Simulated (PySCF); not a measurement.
C₃H₁₁NSi₂, SMILES [SiH3]N(C[SiH3])C=C. Atoms are numbered in the order given.

```xyz
17

C     -1.7465    -1.7618    -0.9214
C     -0.5733    -1.0953    -1.0401
N     -0.2591     0.1549    -0.5081
Si    -1.5088     1.1329     0.2851
C      1.1540     0.5544    -0.4905
Si     2.1235    -0.1812     0.9926
H     -2.5880    -1.3905    -0.3152
H     -1.8894    -2.7123    -1.4516
H      0.2439    -1.5399    -1.6381
H     -2.6851     1.2787    -0.6385
H     -1.9966     0.5318     1.5778
H     -0.8662     2.4606     0.5644
H      1.6392     0.2495    -1.4454
H      1.2300     1.6615    -0.4551
H      2.0585    -1.6827     0.9480
H      1.4900     0.2957     2.2720
H      3.5657     0.2557     0.9607
```

The structure is a stationary point at PBE-D3(BJ)/def2-SVP. This is a generated structure with no PubChem entry under its InChIKey; it may be hypothetical. One conformer was computed; it need not be the lowest.

Method: PySCF with PBE-D3(BJ)/def2-SVP.

Frequencies are harmonic and unscaled.

```json
[
 {"mode": "1", "ν (cm⁻¹)": "43", "IR (km/mol)": "0.4", "moving atoms (share of kinetic energy)": "Si 46 %, H 28 %, C 23 %"},
 {"mode": "2", "ν (cm⁻¹)": "71", "IR (km/mol)": "0.5", "moving atoms (share of kinetic energy)": "H 40 %, C 32 %, Si 19 %, N 9 %"},
 {"mode": "3", "ν (cm⁻¹)": "133", "IR (km/mol)": "1.0", "moving atoms (share of kinetic energy)": "H 56 %, Si 21 %, C 19 %"},
 {"mode": "4", "ν (cm⁻¹)": "136", "IR (km/mol)": "0.1", "moving atoms (share of kinetic energy)": "H 87 %"},
 {"mode": "5", "ν (cm⁻¹)": "167", "IR (km/mol)": "0.7", "moving atoms (share of kinetic energy)": "H 73 %, C 19 %"},
 {"mode": "6", "ν (cm⁻¹)": "209", "IR (km/mol)": "1.6", "moving atoms (share of kinetic energy)": "H 37 %, C 28 %, Si 24 %, N 11 %"},
 {"mode": "7", "ν (cm⁻¹)": "260", "IR (km/mol)": "5.0", "moving atoms (share of kinetic energy)": "N 48 %, H 31 %, Si 11 %, C 10 %"},
 {"mode": "8", "ν (cm⁻¹)": "324", "IR (km/mol)": "0.1", "moving atoms (share of kinetic energy)": "H 44 %, C 33 %, Si 17 %"},
 {"mode": "9", "ν (cm⁻¹)": "464", "IR (km/mol)": "5.2", "moving atoms (share of kinetic energy)": "H 94 %"},
 {"mode": "10", "ν (cm⁻¹)": "484", "IR (km/mol)": "14.1", "moving atoms (share of kinetic energy)": "C 45 %, H 44 %, Si 9 %"},
 {"mode": "11", "ν (cm⁻¹)": "529", "IR (km/mol)": "1.4", "moving atoms (share of kinetic energy)": "H 48 %, Si 26 %, C 20 %"},
 {"mode": "12", "ν (cm⁻¹)": "644", "IR (km/mol)": "30.3", "moving atoms (share of kinetic energy)": "H 70 %, C 22 %"},
 {"mode": "13", "ν (cm⁻¹)": "659", "IR (km/mol)": "19.9", "moving atoms (share of kinetic energy)": "H 48 %, C 23 %, Si 19 %, N 10 %"},
 {"mode": "14", "ν (cm⁻¹)": "674", "IR (km/mol)": "20.2", "moving atoms (share of kinetic energy)": "H 66 %, N 13 %, C 13 %, Si 8 %"},
 {"mode": "15", "ν (cm⁻¹)": "695", "IR (km/mol)": "16.6", "moving atoms (share of kinetic energy)": "H 64 %, C 20 %, Si 11 %"},
 {"mode": "16", "ν (cm⁻¹)": "714", "IR (km/mol)": "16.1", "moving atoms (share of kinetic energy)": "C 42 %, H 40 %, Si 16 %"},
 {"mode": "17", "ν (cm⁻¹)": "758", "IR (km/mol)": "40.0", "moving atoms (share of kinetic energy)": "H 68 %, C 31 %"},
 {"mode": "18", "ν (cm⁻¹)": "816", "IR (km/mol)": "69.3", "moving atoms (share of kinetic energy)": "H 57 %, C 36 %"},
 {"mode": "19", "ν (cm⁻¹)": "873", "IR (km/mol)": "283.3", "moving atoms (share of kinetic energy)": "H 89 %, Si 10 %"},
 {"mode": "20", "ν (cm⁻¹)": "881", "IR (km/mol)": "20.5", "moving atoms (share of kinetic energy)": "H 95 %"},
 {"mode": "21", "ν (cm⁻¹)": "904", "IR (km/mol)": "1.9", "moving atoms (share of kinetic energy)": "H 96 %"},
 {"mode": "22", "ν (cm⁻¹)": "911", "IR (km/mol)": "41.2", "moving atoms (share of kinetic energy)": "H 95 %"},
 {"mode": "23", "ν (cm⁻¹)": "913", "IR (km/mol)": "160.9", "moving atoms (share of kinetic energy)": "H 93 %"},
 {"mode": "24", "ν (cm⁻¹)": "933", "IR (km/mol)": "72.0", "moving atoms (share of kinetic energy)": "H 89 %"},
 {"mode": "25", "ν (cm⁻¹)": "940", "IR (km/mol)": "9.4", "moving atoms (share of kinetic energy)": "H 74 %, C 16 %, N 9 %"},
 {"mode": "26", "ν (cm⁻¹)": "952", "IR (km/mol)": "18.5", "moving atoms (share of kinetic energy)": "H 79 %, C 15 %"},
 {"mode": "27", "ν (cm⁻¹)": "1125", "IR (km/mol)": "16.2", "moving atoms (share of kinetic energy)": "H 49 %, C 28 %, N 23 %"},
 {"mode": "28", "ν (cm⁻¹)": "1169", "IR (km/mol)": "85.0", "moving atoms (share of kinetic energy)": "N 43 %, H 33 %, C 24 %"},
 {"mode": "29", "ν (cm⁻¹)": "1216", "IR (km/mol)": "6.7", "moving atoms (share of kinetic energy)": "H 76 %, C 23 %"},
 {"mode": "30", "ν (cm⁻¹)": "1276", "IR (km/mol)": "9.8", "moving atoms (share of kinetic energy)": "H 71 %, C 24 %"},
 {"mode": "31", "ν (cm⁻¹)": "1310", "IR (km/mol)": "103.4", "moving atoms (share of kinetic energy)": "H 61 %, N 31 %"},
 {"mode": "32", "ν (cm⁻¹)": "1369", "IR (km/mol)": "9.1", "moving atoms (share of kinetic energy)": "H 90 %, C 10 %"},
 {"mode": "33", "ν (cm⁻¹)": "1390", "IR (km/mol)": "22.2", "moving atoms (share of kinetic energy)": "H 76 %, C 16 %"},
 {"mode": "34", "ν (cm⁻¹)": "1650", "IR (km/mol)": "183.7", "moving atoms (share of kinetic energy)": "C 85 %, H 12 %"},
 {"mode": "35", "ν (cm⁻¹)": "2148", "IR (km/mol)": "83.8", "moving atoms (share of kinetic energy)": "H 97 %"},
 {"mode": "36", "ν (cm⁻¹)": "2151", "IR (km/mol)": "107.4", "moving atoms (share of kinetic energy)": "H 97 %"},
 {"mode": "37", "ν (cm⁻¹)": "2167", "IR (km/mol)": "107.2", "moving atoms (share of kinetic energy)": "H 96 %"},
 {"mode": "38", "ν (cm⁻¹)": "2171", "IR (km/mol)": "80.4", "moving atoms (share of kinetic energy)": "H 98 %"},
 {"mode": "39", "ν (cm⁻¹)": "2176", "IR (km/mol)": "71.3", "moving atoms (share of kinetic energy)": "H 96 %"},
 {"mode": "40", "ν (cm⁻¹)": "2188", "IR (km/mol)": "98.7", "moving atoms (share of kinetic energy)": "H 96 %"},
 {"mode": "41", "ν (cm⁻¹)": "2953", "IR (km/mol)": "28.0", "moving atoms (share of kinetic energy)": "H 94 %"},
 {"mode": "42", "ν (cm⁻¹)": "3024", "IR (km/mol)": "3.7", "moving atoms (share of kinetic energy)": "H 91 %, C 9 %"},
 {"mode": "43", "ν (cm⁻¹)": "3065", "IR (km/mol)": "15.1", "moving atoms (share of kinetic energy)": "H 92 %"},
 {"mode": "44", "ν (cm⁻¹)": "3089", "IR (km/mol)": "3.9", "moving atoms (share of kinetic energy)": "H 94 %"},
 {"mode": "45", "ν (cm⁻¹)": "3194", "IR (km/mol)": "5.2", "moving atoms (share of kinetic energy)": "H 90 %, C 10 %"}
]
```
